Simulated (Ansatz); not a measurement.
This geometry of CH5BClN (9 atoms, charge 0, multiplicity 1) is a first-order saddle point.

Computed with RKS r2SCANh/STO-3G (Ansatz 0.2.0).

```xyz
9
Properties=species:S:1:pos:R:3
N -0.845 1.017 -0.238
C 0.170 0.081 0.422
B 0.610 -1.143 -0.465
Cl -0.094 -1.455 -2.056
H -0.409 1.976 -0.149
H -1.630 1.090 0.467
H 1.087 0.624 0.720
H -0.226 -0.337 1.368
H 1.425 -1.900 -0.085
```

(1) Which two structures does it join? (They come from a converged band through this point; their orientation in space is the band's.)

(2) How far does it lie above each of them?

Results:

(1) No bond is made or broken. The dihedral H6–N1–C2–H7 goes from -40 to 177°. The two ends are copies of one structure, up to a mirror image or an exchange of like atoms.

Initial state:

```xyz
9
Properties=species:S:1:pos:R:3
N -1.076 0.844 0.075
C 0.122 0.045 0.539
B 0.586 -1.092 -0.435
Cl 0.072 -1.100 -2.133
H -0.799 1.206 -0.879
H -1.052 1.724 0.661
H 1.028 0.667 0.733
H -0.123 -0.405 1.519
H 1.330 -1.934 -0.096
```

Final state:

```xyz
9
Properties=species:S:1:pos:R:3
N -0.525 1.254 -0.188
C 0.246 0.137 0.481
B 0.613 -1.071 -0.447
Cl -0.239 -1.328 -1.981
H -0.953 1.799 0.610
H -1.369 0.777 -0.609
H 1.178 0.564 0.895
H -0.278 -0.305 1.361
H 1.413 -1.872 -0.139
```

(2) 0.194 eV above the first and 0.194 eV above the second. This is the barrier of this one path; another mechanism may lie lower. Limits of this set-up: minimal basis.

Run time: 7.5 min on 1 thread of Intel(R) Xeon(R) Platinum 8259CL CPU @ 2.50GHz (Skylake/Cascade Lake), with other jobs on the host, peak memory 0.13 GiB.
